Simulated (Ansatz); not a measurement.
C$_{3}$H$_{7}$O (SMILES CC(C)[O-]), charge -1, singlet, geometry from GFN2-xTB (a gas-phase anion, which may not be bound at this level); Ansatz (a first-principles code) with CASSCF(2,4)/STO-3G.

Here is a job for Ansatz.
Ansatz 0.2 input:
```yaml
crystal:
  periodic: [false, false, false]
  atoms:
    - {symbol: O, position_ang: [0.08899710, 1.43088420, -0.08118659]}
    - {symbol: C, position_ang: [0.01343825, 0.20025079, 0.32899196]}
    - {symbol: H, position_ang: [0.01001676, 0.09169714, 1.48797866]}
    - {symbol: C, position_ang: [-1.29684950, -0.56613889, -0.11540926]}
    - {symbol: C, position_ang: [1.21578017, -0.72282944, -0.12266765]}
    - {symbol: H, position_ang: [-1.33010427, -0.62689202, -1.20297656]}
    - {symbol: H, position_ang: [1.23496983, -0.78685306, -1.21038645]}
    - {symbol: H, position_ang: [-2.16956349, -0.00875399, 0.22242518]}
    - {symbol: H, position_ang: [2.15291093, -0.27830859, 0.20993858]}
    - {symbol: H, position_ang: [-1.33652727, -1.57585545, 0.30207714]}
    - {symbol: H, position_ang: [1.13210721, -1.72980240, 0.29494585]}
basis:
  gaussian:
    orbitals: STO-3G
hamiltonian:
  xc: hf
total_charge: -1
magnetization: {spin_polarized: false}
correlation: {active_space: {window: {electrons: 2, orbitals: 4}}}
```

**Question.** Write the output that Ansatz gives for this input, abridged.

**Answer.** 
```
Functional definition: HF
387 factors; integrals over basis functions are off by at most 3.0e-5 eV
mean field evaluation 1: about -5162.7248 eV, gradient 3.3e1 eV
mean field evaluation 2: about -5162.9878 eV, gradient 3.4e1 eV
mean field evaluation 4: about -5166.8185 eV, gradient 2.6e0 eV
mean field evaluation 8: about -5166.8515 eV, gradient 4.6e-2 eV
mean field -5166.85152432 eV, -189.8782913010 hartree, gradient 2.3e-6 eV, S^2 0.000000; 0 other end points of the search recorded, 0 dependent functions left out
reference -5166.85152432 eV, -189.8782913010 hartree; 17, 17 occupied and 10, 10 virtual orbitals, 387 factors
state -5167.33313358 eV, -189.8959901150 hartree
the orbitals are reached from a further start. From the first start the search ends at -5167.26248208 eV, -189.8933937203 hartree
Total energy: -5167.33313358 eV, -189.8959901150 hartree
```
